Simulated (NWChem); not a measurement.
Species: HTeSeI; SMILES [Te]([SeH])I

```xyz
4

Te     0.9694    -0.4745     0.0047
I     -0.3766     1.9042     0.0061
Se    -0.8649    -2.1764     0.0257
H     -1.0409    -2.2569    -1.4379
```
Atoms are numbered in this order, from 1.

Computed with NWChem. All runs use the structure optimised with PBE0/def2-SVP. def2 effective core potentials on Te, I; no spin-orbit coupling. Level SCAN/def2-SVP: energy and gradient on several grids; changes count from the extra-fine grid, which is no exact limit either.

```
grid     size of the energy change (μHa)  largest change of a gradient component (μHa/bohr)
-------  -------------------------------  -------------------------------------------------
xcoarse                             6000                                              10000
coarse                              4000                                                300
medium                               400                                                400
fine                                1000                                                 70
xfine                               < 10                                               < 30
```
